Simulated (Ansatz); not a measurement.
(AgH)4 ring (Ag4H4). The state is a triplet with charge 0. Geometry PBE0-D4/def2-SVP, that of the neutral singlet; atoms count from 1.

```xyz
8

Ag    1.513   -0.111    1.202
H     0.284   -0.348    2.480
Ag   -1.204   -0.266    1.491
H    -2.502   -0.142    0.266
Ag   -1.513    0.111   -1.202
H    -0.284    0.347   -2.480
Ag    1.204    0.266   -1.491
H     2.502    0.143   -0.266
```

In the def2 sets Ag takes a core potential; there is no spin–orbit coupling. At PBE0-D4/def2-TZVP a singlet of charge 0 lies 4.24 eV below the triplet at the same geometry.

Question: Estimate the Mulliken populations from the PBE0/def2-TZVP orbitals of Ansatz.

Answer: 
| atom | charge (e) | spin (α − β) | d electrons |
| --- | --- | --- | --- |
| Ag1 | 0.01 | 0.60 | 9.71 |
| H2 | 0.02 | 0.07 | – |
| Ag3 | -0.05 | 0.27 | 9.82 |
| H4 | 0.02 | 0.07 | – |
| Ag5 | 0.01 | 0.60 | 9.71 |
| H6 | 0.02 | 0.07 | – |
| Ag7 | -0.05 | 0.27 | 9.82 |
| H8 | 0.02 | 0.07 | – |
Mulliken values depend strongly on the basis.

Question: Where does the spin sit?

Answer: Summed by element: Ag 1.74, H 0.26, of 2 unpaired in all. Largest on single atoms: Ag5 0.60, Ag1 0.60, Ag3 0.27.

Question: And the Mayer bond orders between heavy atoms (over 0.3)?

Answer: Ag1–Ag3 0.41 (2.74 Å); Ag1–Ag7 0.41 (2.74 Å); Ag3–Ag5 0.41 (2.74 Å); Ag5–Ag7 0.41 (2.74 Å).
